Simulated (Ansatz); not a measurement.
Abridged output of a molecular run in Ansatz:

```
Functional definition: HF
1331 factors; integrals over basis functions are off by at most 1.3e-3 eV
mean field evaluation 1: about -49811.1643 eV, gradient 5.5e1 eV
mean field evaluation 2: about -49811.4616 eV, gradient 5.6e1 eV
mean field evaluation 4: about -49817.5952 eV, gradient 5.9e0 eV
mean field evaluation 8: about -49817.7327 eV, gradient 4.6e-1 eV
mean field -49817.73364789 eV, -1830.7679438874 hartree, gradient 1.9e-6 eV, S^2 0.000000; 2 other end points of the search recorded, 0 dependent functions left out
14 core orbitals not correlated: weight in the atoms' cores, before any rotation towards them, 1.000 or more for the frozen orbitals, at most 0.000 for the correlated occupied ones
reference -49817.73364789 eV, -1830.7679438874 hartree; 18, 18 occupied and 94, 94 virtual orbitals, 1331 factors
second order -26.83086187 eV of doubles, -0.00000000 eV of singles
cycle   1  -25.42276712 eV  change     1.4e0 eV  update   1.7e-1
cycle   2  -26.30564508 eV  change   -8.8e-1 eV  update   8.0e-2
cycle   3  -26.51701387 eV  change   -2.1e-1 eV  update   2.8e-2
cycle   4  -26.53546966 eV  change   -1.8e-2 eV  update   1.0e-2
cycle   5  -26.52866303 eV  change    6.8e-3 eV  update   6.3e-3
cycle   6  -26.52904826 eV  change   -3.9e-4 eV  update   3.4e-3
cycle   7  -26.52938572 eV  change   -3.4e-4 eV  update   2.1e-3
cycle   8  -26.52849800 eV  change    8.9e-4 eV  update   1.1e-3
cycle   9  -26.52862054 eV  change   -1.2e-4 eV  update   6.9e-4
cycle  10  -26.52949971 eV  change   -8.8e-4 eV  update   2.8e-4
cycle  11  -26.52917052 eV  change    3.3e-4 eV  update   1.4e-4
cycle  12  -26.52914952 eV  change    2.1e-5 eV  update   3.8e-5
perturbative correction -1.21131616 eV, -0.0445150478 hartree
Total energy: -49845.47411357 eV, -1831.7873871979 hartree
```

Its atoms:

Z-matrix (Å, degrees):
```
Cu
C 1 2.186
C 1 2.186 2 38.0
C 1 2.186 2 63.5 3 -80.1
C 1 2.186 2 63.5 3 -37.5
C 1 2.186 2 38.0 3 -117.6
H 2 1.080 1 125.8 3 -121.2
H 3 1.080 1 125.8 2 121.2
H 4 1.080 1 125.8 2 -158.7
H 5 1.080 1 125.8 2 158.7
H 6 1.080 1 125.8 2 -121.2
```

Task: Which basis set was used?
A. def2-QZVPP
B. def2-TZVPP
C. cc-pV(T+d)Z
D. def2-SVP

Result: D. It gives 126 functions.

Task: Write the keys of the input that set method, charge and spin (a neutral closed shell needs none for the last two).

Result: 
```yaml
correlation: {method: ccsd_t, frozen_orbitals: {C: 1, Cu: 9, H: 0}}
```
